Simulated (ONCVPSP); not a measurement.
**u(r) = r·R(r): atom against pseudo-atom (He)**

Columns: radius, all-electron u(r) and pseudo u(r) of the 1s shell (level -15.50 eV) of helium in the configuration 1s2; PBEsol, scalar-relativistic, ONCV scheme, ONCVPSP 4.0.1.

```csv
r (bohr),all-electron,pseudo
0.023,0.1043,0.0872
0.045,0.1954,0.1692
0.068,0.2822,0.2520
0.090,0.3576,0.3279
0.113,0.4291,0.4031
0.135,0.4909,0.4707
0.158,0.5491,0.5368
0.180,0.5993,0.5949
0.202,0.6444,0.6475
0.225,0.6866,0.6959
0.248,0.7241,0.7370
0.270,0.7559,0.7696
0.293,0.7852,0.7974
0.315,0.8098,0.8191
0.338,0.8322,0.8381
0.360,0.8507,0.8538
0.383,0.8673,0.8684
0.405,0.8806,0.8809
0.428,0.8921,0.8921
0.450,0.9011,0.9011
0.473,0.9084,0.9084
0.495,0.9137,0.9137
0.518,0.9175,0.9175
0.540,0.9196,0.9196
0.563,0.9204,0.9204
0.585,0.9200,0.9200
```

(1) How many radial nodes do the two functions have?

(2) At about which radius was the pseudo-wave matched?

(3) Where does each function peak?

(4) Is the pseudo-wave norm-conserving?

## Answers

(1) The all-electron 1s function has n − l − 1 = 0; the pseudo-wave has 0.

(2) 0.45 bohr. The columns agree to 0.0005 from 0.41 bohr on; several derivatives are matched, so the curves merge somewhat inside the radius.

(3) Outermost all-electron maximum near 0.56 bohr, pseudo maximum near 0.56 bohr (to the table’s step).

(4) Yes: the ONCV scheme keeps the norm inside the radius equal to the all-electron one, which fixes the energy derivative of the logarithmic derivative at the level.
